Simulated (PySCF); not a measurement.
# Spin states and ions at one geometry of [TaCl4]+

PySCF 2.14.0, RKS PBE0, Ta def2-SVP with ECP60, Cl def2-SVP; non-relativistic Hamiltonian with scalar-relativistic core potentials where named; density fitting; no spin-orbit coupling; singlets restricted, open shells unrestricted. The geometry is relaxed for charge +1, singlet, vacuum:

```xyz
5

Ta    0.0000    0.0000    0.0000
Cl    1.2817    1.2817    1.2817
Cl   -1.2817   -1.2817    1.2817
Cl    1.2817   -1.2817   -1.2817
Cl   -1.2817    1.2817   -1.2817
```

Energies count from the relaxed state; an electron taken off or put on is at rest in vacuum. Charges and spins are Mulliken's.

Q: Order these states by energy, lowest first.
A. charge +2, doublet, vacuum
B. charge 0, doublet, vacuum
C. charge +1, triplet, vacuum
D. charge +1, singlet, vacuum

A: B (-7.08 eV), D (0.00 eV), C (4.64 eV), A (17.28 eV).

Q: How do charge and spin on the first atom follow?

A: 
```csv
state,spin squared,charge on Ta1 (e),spin on Ta1 (e),dipole about the centre of mass (D)
"charge +1, singlet, vacuum",0.00,0.97,0.00,0.00
"charge +1, triplet, vacuum",2.01,0.82,0.75,0.63
"charge +2, doublet, vacuum",0.77,1.03,-0.22,0.91
"charge 0, doublet, vacuum",0.75,0.74,0.90,0.00
```

With an electron taken off (doublet) the charges change, summed by element, by Ta +0.06 e, Cl +0.94 e. The vertical ionisation energy is 17.28 eV, against −ε(HOMO) = 15.30 eV of the relaxed state. The level lies 2.0 eV too high, as is usual for semilocal functionals and global hybrids, which keep a self-interaction error.

With an electron put on (doublet) the charges change, summed by element, by Ta -0.23 e, Cl -0.77 e. The vertical electron affinity is 7.08 eV, against −ε(LUMO) = 8.93 eV of the relaxed state.

Open shells may have lower solutions than those found.
